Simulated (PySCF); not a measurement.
## I⁺ (iodine, charge +1) across methods

[Kr] 4d10 5s2 5p3 6s1, high-spin 5S determinant (an excited configuration). All numbers are calculated (PySCF 2.14, scalar relativity by spin-free X2C-1e, in aug-cc-pwCVTZ-DK3 with one added diffuse shell each of s, p, d, f type (11s10p8d5f1g, 125 functions)).

| method | E (hartree) | mean ε 5s β (eV) | mean ε 5p α (eV) | mean ε 6s α (eV) | Σ⟨r²⟩ (bohr²) | ⟨S²⟩ |
| --- | --- | --- | --- | --- | --- | --- |
| PBE0 | -7114.27 | -29.489 | -21.030 | -7.597 | 67.63 | 6.001 |
| LC-wPBE | -7114.15 | -32.477 | -23.882 | -8.984 | 67.95 | 6.001 |
| UHF | -7111.73286 | -31.368 | -24.557 | -8.615 | 69.89 | 6.002 |
| TPSSh | -7114.31 | -28.693 | -20.319 | -7.203 | 67.82 | 6.001 |
| PBE | -7114.20 | -28.388 | -19.589 | -7.144 | 67.29 | 6.001 |
| r2SCAN | -7114.61 | -28.416 | -20.223 | -7.122 | 68.09 | 6.001 |

Task: Estimate the same row for LDA.

Result: E (hartree) = -7108.09; mean ε 5s β (eV) = -28.894; mean ε 5p α (eV) = -19.648; mean ε 6s α (eV) = -7.333; Σ⟨r²⟩ (bohr²) = 66.67; ⟨S²⟩ = 6.000.

The outer electron is Rydberg-like, and this basis confines it to a smaller radius and binds it less than a complete one would.
